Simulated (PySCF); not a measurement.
Isomers of C8H23N3Sn, from PBE0-D3(BJ)/def2-SVP geometry optimisation, gas phase, def2 core potentials past Kr in PySCF. One conformer each, no zero-point energy, no frequencies.

Question: Which isomer lies lower at this level?
A. SnEt(NMe2)3 (`C[CH2][Sn]([N](C)C)([N](C)C)[N](C)C`): A = 646.5, B = 595.8, C = 558.2 MHz, dipole 1.39 D
B. SnEt(NHEt)3 (`CC[NH][Sn]([CH2]C)([NH]CC)[NH]CC`): A = 611.2, B = 547.6, C = 440.1 MHz, dipole 2.01 D

Answer: B. That is SnEt(NHEt)3 (`CC[NH][Sn]([CH2]C)([NH]CC)[NH]CC`), 21.6 kcal/mol below the other.

```tsv
SMILES	mapped SMILES	E (Eh)	relative (kcal/mol)	relative (kJ/mol)	dipole (D)
CC[NH][Sn]([CH2]C)([NH]CC)[NH]CC	–	-696.35017	0.0	0.0	2.01
C[CH2][Sn]([N](C)C)([N](C)C)[N](C)C	–	-696.31582	21.6	90.2	1.39
```
